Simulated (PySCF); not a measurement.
Two structures of SiH$_{3}$Cl$_{3}$, singlet, reached by relaxing down either side of one saddle point (PBE0-D4/def2-TZVP). Energies are electronic, without zero-point energy. Program: PySCF 2.14 with density fitting (its default auxiliary sets; JK sets also for MP2 and CCSD(T)). Basis: def2-TZVPP and def2-QZVPP. Cores are frozen in the correlated methods. Extrapolation: Hartree–Fock as exp(−7.88 √X), correlation as X^−2.97. First:

```
atom    x (Å)    y (Å)    z (Å)
 Si1  -0.8223  -0.6513  -0.0514
 Cl2   0.8514  -1.4308   0.7937
 Cl3  -1.4082  -1.8272  -1.5985
 Cl4  -2.3025  -0.5678   1.3349
  H5  -0.5366   0.7017  -0.5456
  H6   2.2993   1.6089   0.2133
  H7   2.0189   2.1890  -0.1631
```

Second:

```json
{"atom": "Si1", "x (Å)": "-0.7827", "y (Å)": "0.6532", "z (Å)": "-0.4049"}
{"atom": "Cl2", "x (Å)": "2.0222", "y (Å)": "-1.2946", "z (Å)": "1.6706"}
{"atom": "Cl3", "x (Å)": "0.5264", "y (Å)": "-0.3552", "z (Å)": "-1.6266"}
{"atom": "Cl4", "x (Å)": "-1.9837", "y (Å)": "-0.6785", "z (Å)": "0.5560"}
{"atom": "H5", "x (Å)": "-1.6123", "y (Å)": "1.5168", "z (Å)": "-1.2658"}
{"atom": "H6", "x (Å)": "1.7585", "y (Å)": "-1.2630", "z (Å)": "0.4147"}
{"atom": "H7", "x (Å)": "0.0068", "y (Å)": "1.4018", "z (Å)": "0.5887"}
```

**Question.** Which bonds change from the first to the second?

**Answer.** SiHCl₃ ([Cl][SiH]([Cl])[Cl]) + H₂ → SiH₂Cl₂ ([Cl][SiH2][Cl]) + HCl; bonds formed: Si1–H7, Cl2–H6; bonds broken: Si1–Cl2, H6–H7.

**Question.** Give the saddle point's structure and its height above each. (To be estimated.)

**Answer.** The calculation gives: 2.664 eV above the first and 1.931 eV above the second (CCSD(T) at an estimated basis limit (MP2 extrapolated from triple and quadruple zeta, plus CCSD(T) − MP2 in triple zeta)).
Si1  (-0.426, 0.086, -0.185)
Cl2  (1.291, -1.308, 0.918)
Cl3  (-0.549, -1.256, -1.702)
Cl4  (-1.625, -0.074, 1.443)
H5  (-0.963, 1.303, -0.833)
H6  (1.309, 0.233, 0.380)
H7  (0.961, 1.017, -0.021)
(Å)

The T1 diagnostic stays at or below 0.011.

Labels in which every atom is bracketed show which atoms are joined, not bond orders.

For scale, one of the runs: CCSD(T)/def2-TZVPP, 210 basis functions, launched by `OMP_NUM_THREADS=4 python run.py`. The run took 7.8 min on 4 CPU threads of an Arm Neoverse V2 (shared host), with 2.9 GiB of host memory at its peak.
